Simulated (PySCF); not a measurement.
**Deuteron quadrupole couplings in `CC1=CCP(C(F)(F)F)C1`**

Species: C₆H₈F₃P.
Numbering: `[CH3:1][C:2]1=[CH:3][CH2:4][P:5]([C:6]([F:7])([F:8])[F:9])[CH2:10]1` (hydrogens: H11, H12, H13 on C1; H14 on C3; H15, H16 on C4; H17, H18 on C10)

Structure used (PBE0-D3(BJ)/def2-SVP), in Å, numbered top down from 1:
```
atom  x, y, z in Å
C1     2.3822    0.6081   -0.1757
C2     1.0694    0.0719    0.2911
C3     0.6904   -1.2121    0.2403
C4    -0.6623   -1.5709    0.7748
P5    -1.4799    0.0432    1.2519
C6    -2.3269    0.3705   -0.4027
F7    -1.5611    0.1823   -1.4837
F8    -2.7554    1.6378   -0.4456
F9    -3.3917   -0.4284   -0.5370
C10    0.0709    1.0231    0.9001
H11    2.2384    1.3542   -0.9751
H12    2.9128    1.1226    0.6432
H13    3.0340   -0.1887   -0.5619
H14    1.3459   -1.9919   -0.1608
H15   -1.2900   -2.1123    0.0464
H16   -0.5978   -2.2217    1.6642
H17    0.4559    1.4562    1.8403
H18   -0.1567    1.8798    0.2426
```

Level: PBE0/pcSseg-1 (PySCF, non-relativistic); Q(2H) = 0.00286 b; rigid geometry, the same for H and D, with no vibrational averaging.

**Question.** Rank these positions by the coupling χzz of a deuteron there, largest first.
A. H14 (vinylic hydrogen)
B. H13 (methyl hydrogen)
C. H18 (methylene hydrogen)

**Answer.** A (204 kHz), B (197 kHz), C (191 kHz).

**Question.** What are Vzz, η and χzz (234.96 MHz × Q × Vzz) at all hydrogens?

**Answer.** 
```tsv
atom	bonded to	bond length (Å)	Vzz (au)	η	χzz (kHz)
H11	C1	1.103	0.2872	0.03	193
H12	C1	1.103	0.2873	0.03	193
H13	C1	1.100	0.2930	0.03	197
H14	C3	1.095	0.3036	0.07	204
H15	C4	1.103	0.2846	0.03	191
H16	C4	1.104	0.2857	0.02	192
H17	C10	1.104	0.2852	0.02	192
H18	C10	1.104	0.2839	0.03	191
```

**Question.** A static deuteron (I = 1) shows a doublet split by (3/2)χ, (3/4)χ(1 + η) and (3/4)χ(1 − η) with the field along z, y and x of the gradient. What are these for H18?

**Answer.** With |χ| = 190.8 kHz and η = 0.027: 286, 147 and 139 kHz, to first order and without motion.

Geometry: PBE0-D3(BJ)/def2-SVP; no solvent, vibrations or thermal averaging. The basis is small and wasn't made for field gradients, so the couplings can be 20 % off.
